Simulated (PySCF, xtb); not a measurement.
Al(Me)(SH)2 (CH5AlS2), SMILES [Al]([SH])([CH3])[SH]. Other conformers were not sampled.

Harmonic wavenumbers (cm⁻¹) from GFN2-xTB in xtb at its own minimum, in rising order: 26, 97, 102, 148, 153, 174, 384, 471, 514, 525, 559, 622, 670, 1289, 1431, 1439, 2365, 2377, 2929, 2937, 2943.

### Question
What does PySCF with PBE-D3(BJ)/def2-SVP give at its own minimum? (The exact figures need the calculation; the answer reports its results.)

### Answer
5, 136, 137, 167, 180, 256, 377, 514, 566, 615, 638, 686, 712, 1164, 1373, 1376, 2621, 2624, 2971, 3066, 3080. Paired by order, the mean absolute difference is 79 cm⁻¹ and the zero-point energies are 31.7 and 33.3 kcal/mol.
